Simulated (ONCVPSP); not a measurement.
**tungsten (W) ONCV: all-electron and pseudo phase curves**

W, optimised norm-conserving Vanderbilt (ONCV), made with ONCVPSP 4.0.1 (revPBE, scalar-relativistic). Core [Xe] 4f14, reference 5d4 6s2. Waves: 6s: rc 2.70 bohr, ncon 3, nbas 7, qcut 2.8 1/bohr, 2 projectors, debl 1.1 Ha; p scattering state at 0.05 Ha: rc 2.65 bohr, ncon 4, nbas 8, qcut 3.9 1/bohr, local; 5d: rc 2.65 bohr, ncon 4, nbas 9, qcut 6.3 1/bohr, 2 projectors, debl 3.5 Ha. Local part: the p channel. Core correction: none.

The phase is arctan(r·R′/R) of the radial function R(r), unwrapped; energies in Ha, scanned from -2 to 5 Ha. A pole is an energy at which the radial function vanishes at the test radius. The pseudo phase is shifted by a multiple of π to meet the all-electron one at the reference energy, and phase errors are pseudo minus all-electron; the curves can meet again beyond the range given. Levels narrower than the energy grid can be missing from the lists of poles.

```json
{"channel": "s", "radius (bohr)": "2.75", "reference energy (Ha)": "-0.21", "poles, all-electron": "0.87", "poles, pseudo": "0.87, 3.53", "unbroken range about the reference energy with phases within 0.05 rad": "below 2.1", "phase error 1 Ha above the reference energy (rad)": "-0.000"}
{"channel": "p", "radius (bohr)": "2.70", "reference energy (Ha)": "0.05", "poles, all-electron": "-1.55, 1.75", "poles, pseudo": "1.23, 3.66", "unbroken range about the reference energy with phases within 0.05 rad": "-1.0 to 0.7", "phase error 1 Ha above the reference energy (rad)": "-0.074"}
{"channel": "d", "radius (bohr)": "2.70", "reference energy (Ha)": "-0.16", "poles, all-electron": "0.11, 3.13", "poles, pseudo": "0.12, 3.13", "unbroken range about the reference energy with phases within 0.05 rad": "below 0.6", "phase error 1 Ha above the reference energy (rad)": "+0.116"}
```

Note: no bound ghost flagged; GHOST(+) flagged for s at 101.9 eV.

Phases in the s channel:

```tsv
E (Ha)	all-electron	pseudo
-1.98	1.308	1.304
-1.62	1.255	1.253
-1.26	1.165	1.163
-0.90	0.968	0.966
-0.54	0.314	0.313
-0.18	-0.910	-0.910
0.18	-1.332	-1.332
0.54	-1.488	-1.488
0.90	-1.578	-1.578
1.26	-1.652	-1.652
1.62	-1.736	-1.738
1.98	-1.875	-1.894
2.34	-2.277	-2.489
2.70	-3.713	-4.143
3.06	-4.339	-4.519
3.42	-4.508	-4.667
3.78	-4.586	-4.888
4.14	-4.633	-7.441
4.50	-4.666	-7.717
4.86	-4.693	-7.785
```
